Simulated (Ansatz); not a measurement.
Si2H6ClOF3, singlet: a nudged elastic band.

Input (in.yaml):

```yaml
crystal:
  periodic: [false, false, false]
  atoms:
    - {symbol: Si, position_ang: [-1.165359, 0.592912, -0.774686]}
    - {symbol: Si, position_ang: [0.268268, -0.668539, -2.115671]}
    - {symbol: F, position_ang: [-0.744541, 2.103309, -0.593332]}
    - {symbol: F, position_ang: [-2.634019, 0.605394, -1.368413]}
    - {symbol: F, position_ang: [-1.336679, -0.000018, 0.701016]}
    - {symbol: H, position_ang: [1.458617, 0.281383, 1.727035]}
    - {symbol: Cl, position_ang: [2.163626, 0.403498, 0.611480]}
    - {symbol: H, position_ang: [0.465613, -0.695213, 3.503926]}
    - {symbol: O, position_ang: [0.379323, 0.115424, 2.995453]}
    - {symbol: H, position_ang: [0.686181, -1.880997, -1.373969]}
    - {symbol: H, position_ang: [-0.511492, -1.064246, -3.318048]}
    - {symbol: H, position_ang: [1.430151, 0.155484, -2.518248]}
    - {symbol: H, position_ang: [-0.459687, 0.051610, 2.523458]}
basis:
  gaussian: {orbitals: 6-31G}
hamiltonian: {xc: {name: B3LYP}, dispersion: d4}
neb:
  images: 3
  climbing: immediate
  max_iterations: 40
  initial_path: idpp
  final_atoms:
    - {symbol: Si, position_ang: [-0.959966, 1.955977, 0.128381]}
    - {symbol: Si, position_ang: [0.948326, -1.790462, -1.409334]}
    - {symbol: F, position_ang: [-1.436566, 3.013799, -0.934679]}
    - {symbol: F, position_ang: [-1.301282, 0.552827, -0.484664]}
    - {symbol: F, position_ang: [-1.773135, 2.249492, 1.431431]}
    - {symbol: H, position_ang: [0.020044, -0.882138, 1.597896]}
    - {symbol: Cl, position_ang: [1.016207, 2.210050, 0.379919]}
    - {symbol: H, position_ang: [1.175262, -1.640994, 0.054870]}
    - {symbol: O, position_ang: [-0.436389, -0.165585, 2.048649]}
    - {symbol: H, position_ang: [1.903547, -2.805108, -1.921131]}
    - {symbol: H, position_ang: [-0.443581, -2.242110, -1.644468]}
    - {symbol: H, position_ang: [1.193562, -0.487111, -2.071189]}
    - {symbol: H, position_ang: [0.093972, 0.031361, 2.824320]}
```

Launched with

```bash
ansatz run in.yaml --threads 2 --pin off --events-out ev --progress --plain --max-ram 32768MiB --backend cpu
```

Output of Ansatz 0.2.0:

```
Functional definition: B3LYP
  name "B3LYP"
  cite "Stephens, Devlin, Chabalowski & Frisch, J. Phys. Chem. 98, 11623 (1994) doi:10.1021/j100096a001"
  cite "Becke, Phys. Rev. A 38, 3098 (1988) doi:10.1103/PhysRevA.38.3098"
  cite "Lee, Yang & Parr, Phys. Rev. B 37, 785 (1988) doi:10.1103/PhysRevB.37.785"
  cite "Vosko, Wilk & Nusair, Can. J. Phys. 58, 1200 (1980) doi:10.1139/p80-159"
  parameter a0 = 0.2
  parameter ax = 0.72
  parameter ac = 0.81
  exchange = (1 - a0 - ax)*slater_x + ax*b88_x + a0*exact_x
  correlation = (1 - ac)*vwn_rpa_c + ac*lyp_c
1032 factors; integrals over basis functions are off by at most 1.6e-4 eV
mean field evaluation 1: about -38565.1782 eV, gradient 6.7e1 eV
mean field evaluation 2: about -38556.8431 eV, gradient 1.0e2 eV
mean field evaluation 4: about -38572.5523 eV, gradient 2.1e0 eV
mean field evaluation 8: about -38572.5582 eV, gradient 2.3e-2 eV
mean field evaluation 16: about -38572.5582 eV, gradient 1.6e-5 eV
mean field -38572.55816431 eV, -1417.5153671195 hartree, gradient 1.6e-5 eV, S^2 0.000000; 0 other end points of the search recorded, 0 dependent functions left out
the calculation of the forces begins
reference -38572.55846795 eV, -1417.5153782779 hartree; 43, 43 occupied and 44, 44 virtual orbitals, 1032 factors
1032 factors; integrals over basis functions are off by at most 1.7e-4 eV
mean field -38572.28503793 eV, -1417.5053299102 hartree, gradient 6.3e-5 eV, S^2 0.000000; 0 other end points of the search recorded, 0 dependent functions left out
the calculation of the forces begins
reference -38572.28534904 eV, -1417.5053413432 hartree; 43, 43 occupied and 44, 44 virtual orbitals, 1032 factors
WARN: NEB end point (image 0): max|allowed force component| = 3.695e0 eV/Å (the criterion of neb.relax_end_points is 1.000e-2). That is over neb.f_tol: it is no minimum, so the barrier can be far off. Relax it first
WARN: NEB end point (image 4): max|allowed force component| = 2.942e0 eV/Å (the criterion of neb.relax_end_points is 1.000e-2). That is over neb.f_tol: it is no minimum, so the barrier can be far off. Relax it first
1032 factors; integrals over basis functions are off by at most 2.2e-4 eV
mean field evaluation 32: about -38559.1144 eV, gradient 6.7e1 eV
mean field -38567.76865071 eV, -1417.3393557410 hartree, gradient 3.4e-5 eV, S^2 0.000000; 0 other end points of the search recorded, 0 dependent functions left out
the calculation of the forces begins
reference -38567.76895661 eV, -1417.3393669826 hartree; 43, 43 occupied and 44, 44 virtual orbitals, 1032 factors
1033 factors; integrals over basis functions are off by at most 1.8e-4 eV
mean field evaluation 64: about -38563.4220 eV, gradient 1.4e-4 eV
mean field -38563.42199083 eV, -1417.1796189368 hartree, gradient 2.7e-5 eV, S^2 0.000000; 1 other end points of the search recorded, 0 dependent functions left out
the calculation of the forces begins
reference -38563.42231718 eV, -1417.1796309300 hartree; 43, 43 occupied and 44, 44 virtual orbitals, 1033 factors
1032 factors; integrals over basis functions are off by at most 1.9e-4 eV
mean field -38567.05705958 eV, -1417.3132052494 hartree, gradient 2.9e-5 eV, S^2 0.000000; 0 other end points of the search recorded, 0 dependent functions left out
the calculation of the forces begins
reference -38567.05737870 eV, -1417.3132169769 hartree; 43, 43 occupied and 44, 44 virtual orbitals, 1032 factors
NEB iter   1: max|band force component| = 5.637e0 eV/Å  barrier→ = 9.1040 eV  barrier← = 8.8131 eV  CI = image 2  Δτ_max = 0.2000 Å  (213 SCF iters)
NEB iter   2: max|band force component| = 5.706e0 eV/Å  barrier→ = 8.4258 eV  barrier← = 8.1349 eV  CI = image 2  Δτ_max = 0.2000 Å  (139 SCF iters)
NEB iter   3: max|band force component| = 5.664e0 eV/Å  barrier→ = 7.5554 eV  barrier← = 7.2645 eV  CI = image 2  Δτ_max = 0.2000 Å  (135 SCF iters)
NEB iter   4: max|band force component| = 5.652e0 eV/Å  barrier→ = 6.6767 eV  barrier← = 6.3858 eV  CI = image 2  Δτ_max = 0.2000 Å  (114 SCF iters)
NEB iter   5: max|band force component| = 5.502e0 eV/Å  barrier→ = 5.7436 eV  barrier← = 5.4527 eV  CI = image 2  Δτ_max = 0.2000 Å  (88 SCF iters)
NEB iter   6: max|band force component| = 5.343e0 eV/Å  barrier→ = 4.9062 eV  barrier← = 4.6153 eV  CI = image 2  Δτ_max = 0.1983 Å  (94 SCF iters)
NEB iter   7: max|band force component| = 4.996e0 eV/Å  barrier→ = 3.7556 eV  barrier← = 3.4647 eV  CI = image 2  Δτ_max = 0.1981 Å  (90 SCF iters)
NEB iter   8: max|band force component| = 4.285e0 eV/Å  barrier→ = 2.6735 eV  barrier← = 2.3826 eV  CI = image 2  Δτ_max = 0.2000 Å  (86 SCF iters)
NEB iter   9: max|band force component| = 3.592e0 eV/Å  barrier→ = 1.8841 eV  barrier← = 1.5932 eV  CI = image 2  Δτ_max = 0.2000 Å  (84 SCF iters)
NEB iter  10: max|band force component| = 3.137e0 eV/Å  barrier→ = 1.2923 eV  barrier← = 1.0014 eV  CI = image 2  Δτ_max = 0.2000 Å  (82 SCF iters)
NEB iter  11: max|band force component| = 2.669e0 eV/Å  barrier→ = 0.8037 eV  barrier← = 0.5128 eV  CI = image 2  Δτ_max = 0.2000 Å  (81 SCF iters)
NEB iter  12: max|band force component| = 2.968e0 eV/Å  barrier→ = 0.5780 eV  barrier← = 0.2871 eV  CI = image 2  Δτ_max = 0.2000 Å  (80 SCF iters)
NEB iter  13: max|band force component| = 3.219e0 eV/Å  barrier→ = 0.4090 eV  barrier← = 0.1181 eV  CI = image 2  Δτ_max = 0.2000 Å  (83 SCF iters)
NEB iter  14: max|band force component| = 3.556e0 eV/Å  barrier→ = 0.3267 eV  barrier← = 0.0358 eV  CI = image 1  Δτ_max = 0.2000 Å  (84 SCF iters)
NEB iter  15: max|band force component| = 2.635e0 eV/Å  barrier→ = 0.0663 eV  barrier← = -0.2246 eV  CI = image 1  Δτ_max = 0.2000 Å  (80 SCF iters)
NEB iter  16: max|band force component| = 8.297e-1 eV/Å  barrier→ = -0.0587 eV  barrier← = -0.3496 eV  CI = image 2  Δτ_max = 0.1989 Å  (83 SCF iters)
NEB iter  17: max|band force component| = 9.111e-1 eV/Å  barrier→ = -0.0954 eV  barrier← = -0.3863 eV  CI = image 2  Δτ_max = 0.1999 Å  (87 SCF iters)
NEB iter  18: max|band force component| = 1.507e0 eV/Å  barrier→ = -0.0754 eV  barrier← = -0.3663 eV  CI = image 2  Δτ_max = 0.2000 Å  (83 SCF iters)
NEB iter  19: max|band force component| = 2.067e0 eV/Å  barrier→ = -0.0476 eV  barrier← = -0.3385 eV  CI = image 2  Δτ_max = 0.1988 Å  (84 SCF iters)
NEB iter  20: max|band force component| = 2.007e0 eV/Å  barrier→ = -0.0153 eV  barrier← = -0.3062 eV  CI = image 2  Δτ_max = 0.2000 Å  (84 SCF iters)
NEB iter  21: max|band force component| = 1.564e0 eV/Å  barrier→ = -0.0706 eV  barrier← = -0.3615 eV  CI = image 2  Δτ_max = 0.1986 Å  (85 SCF iters)
NEB iter  22: max|band force component| = 1.242e0 eV/Å  barrier→ = -0.2060 eV  barrier← = -0.4969 eV  CI = image 1  Δτ_max = 0.2000 Å  (83 SCF iters)
NEB iter  23: max|band force component| = 9.312e-1 eV/Å  barrier→ = -0.2157 eV  barrier← = -0.5066 eV  CI = image 1  Δτ_max = 0.2000 Å  (82 SCF iters)
NEB iter  24: max|band force component| = 7.486e-1 eV/Å  barrier→ = -0.2359 eV  barrier← = -0.5268 eV  CI = image 1  Δτ_max = 0.2000 Å  (84 SCF iters)
NEB iter  25: max|band force component| = 9.727e-1 eV/Å  barrier→ = -0.3293 eV  barrier← = -0.6202 eV  CI = image 1  Δτ_max = 0.1006 Å  (83 SCF iters)
NEB iter  26: max|band force component| = 7.009e-1 eV/Å  barrier→ = -0.3538 eV  barrier← = -0.6447 eV  CI = image 1  Δτ_max = 0.1007 Å  (83 SCF iters)
NEB iter  27: max|band force component| = 6.179e-1 eV/Å  barrier→ = -0.3902 eV  barrier← = -0.6811 eV  CI = image 1  Δτ_max = 0.1008 Å  (85 SCF iters)
NEB iter  28: max|band force component| = 4.027e-1 eV/Å  barrier→ = -0.4215 eV  barrier← = -0.7124 eV  CI = image 1  Δτ_max = 0.2000 Å  (84 SCF iters)
NEB iter  29: max|band force component| = 3.984e-1 eV/Å  barrier→ = -0.4768 eV  barrier← = -0.7677 eV  CI = image 1  Δτ_max = 0.2000 Å  (83 SCF iters)
NEB iter  30: max|band force component| = 6.691e-1 eV/Å  barrier→ = -0.5211 eV  barrier← = -0.8120 eV  CI = image 1  Δτ_max = 0.1030 Å  (81 SCF iters)
NEB iter  31: max|band force component| = 5.409e-1 eV/Å  barrier→ = -0.5279 eV  barrier← = -0.8188 eV  CI = image 1  Δτ_max = 0.1006 Å  (81 SCF iters)
NEB iter  32: max|band force component| = 6.257e-1 eV/Å  barrier→ = -0.5329 eV  barrier← = -0.8238 eV  CI = image 1  Δτ_max = 0.0996 Å  (81 SCF iters)
NEB iter  33: max|band force component| = 4.735e-1 eV/Å  barrier→ = -0.5580 eV  barrier← = -0.8489 eV  CI = image 1  Δτ_max = 0.1965 Å  (81 SCF iters)
NEB iter  34: max|band force component| = 3.104e-1 eV/Å  barrier→ = -0.5926 eV  barrier← = -0.8835 eV  CI = image 1  Δτ_max = 0.1977 Å  (80 SCF iters)
NEB iter  35: max|band force component| = 2.405e-1 eV/Å  barrier→ = -0.6081 eV  barrier← = -0.8990 eV  CI = image 1  Δτ_max = 0.1967 Å  (81 SCF iters)
NEB iter  36: max|band force component| = 3.045e-1 eV/Å  barrier→ = -0.5781 eV  barrier← = -0.8690 eV  CI = image 1  Δτ_max = 0.0998 Å  (82 SCF iters)
NEB iter  37: max|band force component| = 3.430e-1 eV/Å  barrier→ = -0.5601 eV  barrier← = -0.8510 eV  CI = image 1  Δτ_max = 0.0997 Å  (83 SCF iters)
NEB iter  38: max|band force component| = 2.860e-1 eV/Å  barrier→ = -0.5788 eV  barrier← = -0.8697 eV  CI = image 1  Δτ_max = 0.1987 Å  (81 SCF iters)
NEB iter  39: max|band force component| = 3.712e-1 eV/Å  barrier→ = -0.5509 eV  barrier← = -0.8418 eV  CI = image 1  Δτ_max = 0.2000 Å  (79 SCF iters)
NEB iter  40: max|band force component| = 2.720e-1 eV/Å  barrier→ = -0.5740 eV  barrier← = -0.8649 eV  CI = image 1  Δτ_max = 0.2000 Å  (83 SCF iters)
Error: NEB band did not converge after 40 iterations: max|band force component| = 2.72e-1 eV/Å (threshold 5.0e-2); raise `neb.max_iterations` in a new run, which can start from the last band evaluated (`neb.initial_path`, with `crystal.atoms` and `neb.final_atoms` set to its first and last images), add images, or start from endpoints closer to local minima. Where this run's directory can be resumed (`checkpoint.write`), a resume goes on for up to `neb.max_iterations` more; to start a new run from the last band, take its images' positions from the `neb_iteration` event of iteration 40 (`data.images[].positions_ang`), in the event stream of the run that computed that iteration (not this run's, if it was resumed behind it). With `checkpoint.write`, `steps/00-neb/state/checkpoint.json` in the run directory holds the last saved band, under `neb.evaluated.images[].positions_ang` (a band under a hybrid functional on support functions is neither saved nor resumed: `neb.initial_path` says where its path is): check the last entry of `neb.iterations` there, which is earlier than 40 if that iteration was not saved or its write failed. If the band's step has no `state` directory and holds `state.next`, a write was cut short, and the file is under `state.next` instead (behind a loss of power it can be under `state.prev`)
a run's events are kept only if it was started with --events-out <file>, and are in that file

[the SCF lines of later steps are left out]
```

The lines “mean field evaluation” count trial sets of orbitals through the whole run, from several starts and some on an approximate energy, so they need not fall steadily or lie above the final value.

Hardware: 2 CPU threads of an AMD EPYC 7R13, shared host. Wall time 7.2 min; peak host memory 0.77 GiB.


The run did not converge within its limit.